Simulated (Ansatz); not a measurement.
`C[SiH2]C(C)=S` + `[AsH3]` → `C[SiH2][AsH2]` + `CC=S` at 600 K and 1 bar (ligand exchange at the Si–C bond).

Gas-phase electronic energies from Ansatz, PBE0-D4/def2-TZVP geometries. CCSD(T)/CBS adds triple-zeta CCSD(T) − MP2 to the extrapolated MP2 energy (def2 sets, frozen cores). For As outer-core shells are correlated without core-valence functions, which leaves a few kJ/mol of doubt a bond. Scalar relativity is left out up to krypton. Each species was taken in one conformer, which may not be the lowest.

```csv
species,CCSD(T)/CBS energy (Eh),H − E (kJ/mol),S (J/(mol·K))
`C[SiH2]C(C)=S`,-805.81723,327.8,479.6
`[AsH3]`,-2236.79077,81.6,254.3
`C[SiH2][AsH2]`,-2566.35921,239.3,417.4
`CC=S`,-476.26007,176.5,323.6
```

H − E and S are ideal-gas, rigid-rotor, harmonic terms from PBE0-D4/def2-TZVP, for one conformer and one mirror image of each species. 1 Eh = 2625.50 kJ/mol, R = 8.31446 J/(mol·K).

Q: By hand: ΔE, ΔH, ΔS and ΔG.

A: ΔE = (-2566.35921) + (-476.26007) − (-805.81723) − (-2236.79077) = -0.01128 Eh = -29.6 kJ/mol. Δ(H − E) = 239.3 + 176.5 − 327.8 − 81.6 = 6.4, so ΔH = -23.2 kJ/mol. ΔS = 417.4 + 323.6 − 479.6 − 254.3 = 7.1 J/(mol·K). ΔG = -23.2 − 600 × (7.1)/1000 = -27.5 kJ/mol.

Q: By hand: the equilibrium constant, and the temperature at which ΔG would vanish if ΔH and ΔS stayed fixed.

A: log₁₀ K = −ΔG/(RT ln 10) = 2.4. ΔH and −TΔS have one sign here, so there is no such temperature.

The number of gas molecules stays the same, so ΔS is small and ΔH decides. A doubt of 5 kJ/mol in ΔE shifts log₁₀ K by 0.4 here. Other conformers and mirror images would add mixing entropy, several J/(mol·K) or more a flexible species. Modes under 60 cm⁻¹, often nearly free rotors, make the harmonic entropy too high. These are equilibria of isolated gas molecules and say nothing of rates. Largest T1 diagnostic: 0.016 (customary marks: 0.02 for closed shells, 0.045 for open ones).

ΔS is within the doubt of such terms, so its sign, and with it that verdict, could turn.
